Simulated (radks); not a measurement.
Spherical quantum dot in the effective-mass picture: electrons in a hard-walled sphere of radius 2.95, with a point charge +1 (a donor) at the centre, all in effective atomic units (hartree* = m*/eps^2 hartree, bohr* = eps/m* bohr), one dielectric constant everywhere. Calculated with a radial shooting solver with Libxc functionals: non-relativistic Kohn-Sham, PBE, spin-polarised, spherical densities. Levels are named by radial order and angular momentum (1s, 1p, 1d, 2s, ...), and open shells are averaged over m. Results are scaled to m* = 0.428 and eps = 16.7, for which hartree* = 41.76 meV and bohr* = 2.065 nm.

N = 8, configuration 1s2 1p6. This is the lowest configuration that the search found. Occupied and some empty levels:

| level | occupation | eigenvalue (meV) | <r> (nm) |
|---|---|---|---|
| 1s | 2 | 145.72 | 3.132 |
| 1p | 6 | 168.75 | 3.808 |
| 1d | 0 | 196.59 | 4.092 |
| 2s | 0 | 204.04 | 2.811 |
| 1f | 0 | 231.25 | 4.285 |

Energy (meV): total 667.201, kinetic 348.53, external -218.25, Hartree 679.36, exchange-correlation -142.44.
